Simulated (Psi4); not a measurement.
n-butyl acetate (C6H12O2), singlet, geometry from GFN2-xTB; BLYP/STO-3G (Psi4 1.11).

The Psi4 input:
```
memory 2 GB

molecule mol {
0 1
  C    -3.894407    0.594547   -0.339144
  C    -2.680020   -0.315889   -0.204911
  C    -1.384824    0.487346   -0.119514
  C    -0.172190   -0.420922    0.015243
  O     1.000337    0.391772    0.082755
  C     2.168030   -0.251842    0.177666
  C     3.315619    0.722488    0.237277
  O     2.267997   -1.449484    0.208942
  H    -3.818306    1.202287   -1.237828
  H    -4.806963    0.006703   -0.398434
  H    -3.969437    1.259622    0.518059
  H    -2.783162   -0.931305    0.691237
  H    -2.631969   -0.988236   -1.064036
  H    -1.419767    1.158346    0.740578
  H    -1.267984    1.099898   -1.015259
  H    -0.232980   -1.033039    0.922494
  H    -0.085877   -1.098704   -0.841851
  H     3.187030    1.380720    1.092684
  H     3.318282    1.332110   -0.662713
  H     4.251204    0.178931    0.321783
}

set basis sto-3g
set reference rks
set scf_type pk
set puream true
set d_convergence 1e-8
set dft_radial_points 99
set dft_spherical_points 590

energy('blyp')
print_variables()
```

The log (banner, timings and long lists left out):

```
   => Loading Basis Set <=

    Name: STO-3G
    Role: ORBITAL
    Keyword: BASIS

         ---------------------------------------------------------
                                   SCF
               by Justin Turney, Rob Parrish, Andy Simmonett
                          and Daniel G. A. Smith
                              RKS Reference
         ---------------------------------------------------------

  ==> Geometry <==

    Molecular point group: c1
    Full point group: C1

    Geometry (in Angstrom), charge = 0, multiplicity = 1:

       Center              X                  Y                   Z               Mass
    ------------   -----------------  -----------------  -----------------  -----------------
         C           -3.981955927278     0.624990798177    -0.347107937924    12.000000000000
         C           -2.767568927278    -0.285445201823    -0.212874937924    12.000000000000
         C           -1.472372927278     0.517789798177    -0.127477937924    12.000000000000
         C           -0.259738927278    -0.390478201823     0.007279062076    12.000000000000
         O            0.912788072722     0.422215798177     0.074791062076    15.994914619570
         C            2.080481072722    -0.221398201823     0.169702062076    12.000000000000
         C            3.228070072722     0.752931798177     0.229313062076    12.000000000000
         O            2.180448072722    -1.419040201823     0.200978062076    15.994914619570
         H           -3.905854927278     1.232730798177    -1.245791937924     1.007825032230
         H           -4.894511927278     0.037146798177    -0.406397937924     1.007825032230
         H           -4.056985927278     1.290065798177     0.510095062076     1.007825032230
         H           -2.870710927278    -0.900861201823     0.683273062076     1.007825032230
         H           -2.719517927278    -0.957792201823    -1.071999937924     1.007825032230
         H           -1.507315927278     1.188789798177     0.732614062076     1.007825032230
         H           -1.355532927278     1.130341798177    -1.023222937924     1.007825032230
         H           -0.320528927278    -1.002595201823     0.914530062076     1.007825032230
         H           -0.173425927278    -1.068260201823    -0.849814937924     1.007825032230
         H            3.099481072722     1.411163798177     1.084720062076     1.007825032230
         H            3.230733072722     1.362553798177    -0.670676937924     1.007825032230
         H            4.163655072722     0.209374798177     0.313819062076     1.007825032230

  Running in c1 symmetry.

  Rotational constants: A =      0.23616  B =      0.02391  C =      0.02216 [cm^-1]
  Rotational constants: A =   7080.00549  B =    716.85546  C =    664.39360 [MHz]
  Nuclear repulsion =  377.934579443487507

  Charge       = 0
  Multiplicity = 1
  Electrons    = 64
  Nalpha       = 32
  Nbeta        = 32

  ==> Algorithm <==

  SCF Algorithm Type is PK.
  DIIS enabled.
  MOM disabled.
  Fractional occupation disabled.
  Guess Type is SAD.
  Energy threshold   = 1.00e-06
  Density threshold  = 1.00e-08
  Integral threshold = 1.00e-12

  ==> Primary Basis <==

  Basis Set: STO-3G
    Blend: STO-3G
    Number of shells: 36
    Number of basis functions: 52
    Number of Cartesian functions: 52
    Spherical Harmonics?: true
    Max angular momentum: 1

  ==> DFT Potential <==

   => LibXC <=

    Version 7.1.2
    S. Lehtola, C. Steigemann, M. J. T. Oliveira, and M. A. L. Marques,  SoftwareX 7, 1–5 (2018) (10.1016/j.softx.2017.11.002)

   => Composite Functional: BLYP <=

    BLYP GGA Exchange-Correlation Functional

    P.J. Stephens et. al., J. Phys. Chem., 98, 11623-11627, 1994
    B. Miehlich et. al., Chem. Phys. Lett., 157(3), 200-206 1989

    Deriv               =              1
    GGA                 =           TRUE
    Meta                =          FALSE

    Exchange Hybrid     =          FALSE
    MP2 Hybrid          =          FALSE

   => Exchange Functionals <=

    1.0000     XC_GGA_X_B88

   => Correlation Functionals <=

    1.0000     XC_GGA_C_LYP

   => LibXC Density Thresholds  <==

    XC_GGA_C_LYP:  1.00E-14
    XC_GGA_X_B88:  1.00E-15

   => Molecular Quadrature <=

    Radial Scheme          =       TREUTLER
    Pruning Scheme         =           NONE
    Nuclear Scheme         =       TREUTLER

    Blocking Scheme        =         OCTREE
    BS radius alpha        =              1
    Pruning alpha          =              1
    Radial Points          =             99
    Spherical Points       =            590
    Total Points           =        1078191
    Total Blocks           =           7310
    Max Points             =            256
    Max Functions          =             48
    Weights Tolerance      =       1.00E-15

  ==> Integral Setup <==

  Using in-core PK algorithm.
   Calculation information:
      Number of atoms:                  20
      Number of AO shells:              36
      Number of primitives:            108
      Number of atomic orbitals:        52
      Number of basis functions:        52

      Integral cutoff                 1.00e-12
      Number of threads:                 1

  Performing in-core PK
  Using 1900262 doubles for integral storage.
  We computed 167170 shell quartets total.
  Whereas there are 222111 unique shell quartets.

  ==> DiskJK: Disk-Based J/K Matrices <==

    J tasked:                  Yes
    K tasked:                   No
    wK tasked:                  No
    Schwarz Cutoff:          1E-12

  Minimum eigenvalue in the overlap matrix is 1.9902408135E-01.
  Reciprocal condition number of the overlap matrix is 7.6745585111E-02.
    Using symmetric orthogonalization.

  ==> Pre-Iterations <==

  SCF Guess: Superposition of Atomic Densities via on-the-fly atomic UHF (no occupation information).

   -------------------------
    Irrep   Nso     Nmo
   -------------------------
     A         52      52
   -------------------------
    Total      52      52
   -------------------------

  ==> Iterations <==

                        Total Energy        Delta E     RMS |[F,P]|

   @RKS iter SAD:  -377.75798646663958   -3.77758e+02   0.00000e+00
   @RKS iter   1:  -381.06533107715529   -3.30734e+00   7.83520e-03 DIIS/ADIIS
   @RKS iter   2:  -380.32538759614869    7.39943e-01   2.43396e-02 DIIS/ADIIS
   @RKS iter   3:  -381.14802887414317   -8.22641e-01   3.67308e-03 DIIS/ADIIS
   @RKS iter   4:  -381.16602218030084   -1.79933e-02   1.34749e-03 DIIS/ADIIS
   @RKS iter   5:  -381.16892154610395   -2.89937e-03   1.97932e-04 DIIS/ADIIS
   @RKS iter   6:  -381.16898369179887   -6.21457e-05   3.90969e-05 DIIS
   @RKS iter   7:  -381.16898623328632   -2.54149e-06   8.26091e-06 DIIS
   @RKS iter   8:  -381.16898635458426   -1.21298e-07   2.22031e-06 DIIS
   @RKS iter   9:  -381.16898636234669   -7.76242e-09   6.14803e-07 DIIS
   @RKS iter  10:  -381.16898636295184   -6.05155e-10   6.44155e-08 DIIS
   @RKS iter  11:  -381.16898636295838   -6.53699e-12   1.56497e-08 DIIS
   @RKS iter  12:  -381.16898636295900   -6.25278e-13   1.02182e-09 DIIS
  Energy and wave function converged.

  ==> Post-Iterations <==

   Electrons on quadrature grid:
      Ntotal   =   63.9999984952 ; deviation = -1.505e-06

    Orbital Energies [Eh]
    ---------------------

    Doubly Occupied:

       1A    -18.587660     2A    -18.503003     3A     -9.832672
       4A     -9.808568     5A     -9.762125     6A     -9.759241
       7A     -9.751537     8A     -9.745991     9A     -0.942380
      10A     -0.850401    11A     -0.690544    12A     -0.638133
      13A     -0.606551    14A     -0.535182    15A     -0.493002
      16A     -0.440854    17A     -0.405289    18A     -0.368510
      19A     -0.362024    20A     -0.343863    21A     -0.340190
      22A     -0.319878    23A     -0.311655    24A     -0.291499
      25A     -0.267438    26A     -0.257618    27A     -0.255351
      28A     -0.250694    29A     -0.240291    30A     -0.174424
      31A     -0.121119    32A     -0.078352

    Virtual:

      33A      0.108326    34A      0.237584    35A      0.321291
      36A      0.329260    37A      0.354654    38A      0.372920
      39A      0.376885    40A      0.381462    41A      0.408020
      42A      0.416171    43A      0.416621    44A      0.430205
      45A      0.440628    46A      0.441813    47A      0.450354
      48A      0.459466    49A      0.469552    50A      0.481637
      51A      0.494100    52A      0.674149

    Final Occupation by Irrep:
              A
    DOCC [    32 ]
    NA   [    32 ]
    NB   [    32 ]

  @RKS Final Energy:  -381.16898636295900

   => Energetics <=

    Nuclear Repulsion Energy =            377.9345794434875074
    One-Electron Energy =               -1268.6835219288964254
    Two-Electron Energy =                 563.7016816843205333
    DFT Exchange-Correlation Energy =     -54.1217255618706972
    Empirical Dispersion Energy =           0.0000000000000000
    VV10 Nonlocal Energy =                  0.0000000000000000
    Total Energy =                       -381.1689863629590036

Computation Completed

Properties will be evaluated at   0.000000,   0.000000,   0.000000 [a0]

Properties computed using the SCF density matrix

 Multipole Moments:

 ------------------------------------------------------------------------------------
     Multipole            Electronic (a.u.)      Nuclear  (a.u.)        Total (a.u.)
 ------------------------------------------------------------------------------------

 L = 1.  Multiply by 2.5417464519 to convert [e a0] to [Debye]
 Dipole X            :         10.1274246          -10.5884007           -0.4609761
 Dipole Y            :         -3.2917110            3.6819577            0.3902466
 Dipole Z            :          0.9190567           -0.9631935           -0.0441368
 Magnitude           :                                                    0.6055902

 ------------------------------------------------------------------------------------

  Variable Map:
  ----------------------------------------------------------------------------
  "CURRENT ENERGY"              =>    -381.168986362959
  "CURRENT REFERENCE ENERGY"    =>    -381.168986362959
  "DD SOLVATION ENERGY"         =>       0.000000000000
  "DFT FUNCTIONAL TOTAL ENERGY" =>    -381.168986362959
  "DFT TOTAL ENERGY"            =>    -381.168986362959
  "DFT VV10 ENERGY"             =>       0.000000000000
  "DFT XC ENERGY"               =>     -54.121725561871
  "GRID ELECTRONS ALPHA"        =>      31.999999247608
  "GRID ELECTRONS BETA"         =>      31.999999247608
  "GRID ELECTRONS TOTAL"        =>      63.999998495217
  "NUCLEAR REPULSION ENERGY"    =>     377.934579443488
  "ONE-ELECTRON ENERGY"         =>   -1268.683521928896
  "PCM POLARIZATION ENERGY"     =>       0.000000000000
  "PE ENERGY"                   =>       0.000000000000
  "SCF ITERATION ENERGY"        =>    -381.168986362959
  "SCF ITERATIONS"              =>      12.000000000000
  "SCF TOTAL ENERGY"            =>    -381.168986362959
  "TWO-ELECTRON ENERGY"         =>     563.701681684321
  "XC GRID RADIAL POINTS"       =>      99.000000000000
  "XC GRID SPHERICAL POINTS"    =>     590.000000000000
  "XC GRID TOTAL POINTS"        => 1078191.000000000000

  Array Variable Map:
  ----------------------------------------------------------------------------
  "CURRENT DIPOLE"              =>      -0.460976143214 ... -0.044136789629 1 by 3
  "SCF DIPOLE"                  =>      -0.460976143214 ... -0.044136789629 1 by 3
  "SCF TOTAL ENERGIES"          =>    -377.757986466640 ... -381.168986362959 1 by 13
```
